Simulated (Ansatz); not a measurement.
HgF2⁺: single points at one geometry.

```yaml
crystal:
  periodic: [false, false, false]
  atoms:
    - {symbol: Hg, position_ang: [-0.000030, -0.000158, -0.000368]}
    - {symbol: F, position_ang: [-1.716244, 0.865624, -0.228387]}
    - {symbol: F, position_ang: [1.716264, -0.865466, 0.228755]}
basis:
  gaussian: {orbitals: def2-TZVP, initial_orbitals: start.molden}
total_charge: 1
magnetization: {spin_polarized: true, initial_magnetization: 1}
hamiltonian: {xc: pbe0, dispersion: d4}
output: {orbitals: {seedname: orbitals}}
```

The file start.molden holds the orbitals of an earlier run on this structure, at another level or in another basis.

```sh
$ ansatz run in.yaml --threads 4 --pin off --events-out ev --progress --plain --max-ram 3916MiB
```

It prints (some lines left out):

```
Functional definition: PBE0
756 factors; their error is unknown
mean field evaluation 1: about -9585.0566 eV, gradient 5.1e1 eV
mean field evaluation 2: about -9591.5699 eV, gradient 8.3e0 eV
mean field evaluation 4: about -9593.9353 eV, gradient 7.1e0 eV
mean field evaluation 8: about -9594.3985 eV, gradient 8.2e-2 eV
mean field evaluation 16: about -9594.3985 eV, gradient 5.3e-6 eV
mean field evaluation 32: about -9593.5716 eV, gradient 3.7e0 eV
mean field -9594.39853433 eV, -352.5876428199 hartree, gradient 4.2e-7 eV, S^2 0.759489; 5 other end points of the search recorded, 0 dependent functions left out
reference -9594.39855566 eV, -352.5876436034 hartree; 19, 18 occupied and 86, 87 virtual orbitals, 756 factors
Total energy: -9594.42236701 eV, -352.5885186547 hartree
```

Hardware: 4 threads of Arm Neoverse V2 on a shared host. Wall time 7 s.

The first input with `gaussian: {orbitals: def2-SVP, initial_orbitals: start.molden}`, `scf: {omitted_lower_state_checks: [starts]}` (abridged; 2.9 s):

```
Functional definition: PBE0
mean field -9587.37498467 eV, -352.3295321306 hartree, gradient 5.3e-6 eV, S^2 0.757854
Total energy: -9587.39881839 eV, -352.3304080036 hartree
Checks for a lower state left out: starts
```

As the first input, with `hamiltonian: {xc: {name: r2SCANh}, dispersion: d4}`, `scf: {omitted_lower_state_checks: [starts]}` (abridged; 5.5 s):

```
Functional definition: r2SCANh
mean field -9598.53540834 eV, -352.7396701356 hartree, gradient 3.7e-6 eV, S^2 0.758186
Total energy: -9598.54212253 eV, -352.7399168776 hartree
Checks for a lower state left out: starts
```

First input, but with `hamiltonian: {xc: {text: "exchange = 0.50*pbe_x + 0.50*exact_x\ncorrelation = pbe_c"}}`, `scf: {omitted_lower_state_checks: [starts]}` (abridged; 7.5 s):

```
Functional definition: unnamed
mean field evaluation 16: about -9592.8634 eV, gradient 8.0e-6 eV
mean field -9592.86342452 eV, -352.5312285747 hartree, gradient 8.0e-6 eV, S^2 0.755786
Total energy: -9592.86343921 eV, -352.5312291144 hartree
Checks for a lower state left out: starts
```

As the first input, with `gaussian: {orbitals: def2-TZVPP, initial_orbitals: start.molden}`, `correlation: {method: ccsd_t}`, `scf: {omitted_lower_state_checks: [starts, cluster_reference]}` and without the key `hamiltonian` (abridged; 21 s):

```
Functional definition: HF
mean field -9552.32091753 eV, -351.0413189236 hartree, gradient 4.8e-6 eV, S^2 0.755685
2 core orbitals not correlated: weight in the atoms' cores, before any rotation towards them, 1.000 or more for the frozen orbitals, at most 0.000 for the correlated occupied ones
second order -29.11026877 eV of doubles, -0.00000000 eV of singles
cycle   1  -27.63459091 eV  change     1.5e0 eV  update   1.5e-1
cycle   2  -28.31674900 eV  change   -6.8e-1 eV  update   6.6e-2
cycle   3  -28.49810724 eV  change   -1.8e-1 eV  update   4.6e-2
cycle   4  -28.55795050 eV  change   -6.0e-2 eV  update   2.7e-2
cycle   5  -28.54055857 eV  change    1.7e-2 eV  update   2.1e-2
cycle   6  -28.54465588 eV  change   -4.1e-3 eV  update   1.6e-2
cycle   7  -28.57650536 eV  change   -3.2e-2 eV  update   1.4e-2
cycle   8  -28.58787700 eV  change   -1.1e-2 eV  update   9.2e-3
cycle   9  -28.59193206 eV  change   -4.1e-3 eV  update   5.9e-3
cycle  10  -28.60016048 eV  change   -8.2e-3 eV  update   3.4e-3
cycle  11  -28.59582209 eV  change    4.3e-3 eV  update   1.9e-3
cycle  12  -28.59618851 eV  change   -3.7e-4 eV  update   8.4e-4
cycle  13  -28.59707350 eV  change   -8.8e-4 eV  update   4.7e-4
cycle  14  -28.59699401 eV  change    7.9e-5 eV  update   1.9e-4
cycle  15  -28.59728381 eV  change   -2.9e-4 eV  update   7.5e-5
cycle  16  -28.59729405 eV  change   -1.0e-5 eV  update   2.2e-5
perturbative correction -0.96986691 eV, -0.0356419515 hartree
Total energy: -9581.88807849 eV, -352.1278920474 hartree
Checks for a lower state left out: starts, cluster_reference
```

The first input with `hamiltonian: {xc: {text: "exchange = 0.85*pbe_x + 0.15*exact_x\ncorrelation = pbe_c"}}`, `scf: {omitted_lower_state_checks: [starts]}` (abridged; 4.4 s):

```
Functional definition: unnamed
mean field -9595.14423605 eV, -352.6150468524 hartree, gradient 2.3e-6 eV, S^2 0.756220
Total energy: -9595.14426083 eV, -352.6150477632 hartree
Checks for a lower state left out: starts
```

First input, but with `hamiltonian: {xc: {name: wB97X-V}}`, `scf: {omitted_lower_state_checks: [starts]}` (abridged; 18 s):

```
Functional definition: wB97X-V
mean field -9596.52382225 eV, -352.6657457103 hartree, gradient 9.7e-6 eV, S^2 0.761754
Total energy: -9596.52382095 eV, -352.6657456623 hartree
Checks for a lower state left out: starts
```

Geometry: PBE-D4/def2-TZVP.

In the def2 sets Hg takes a core potential; there is no spin–orbit coupling. Correlated methods freeze 2 core orbitals; core or outer-core shells of Hg are correlated, in sets that lack core-valence functions. The structure comes from a short search, and lower isomers may exist.
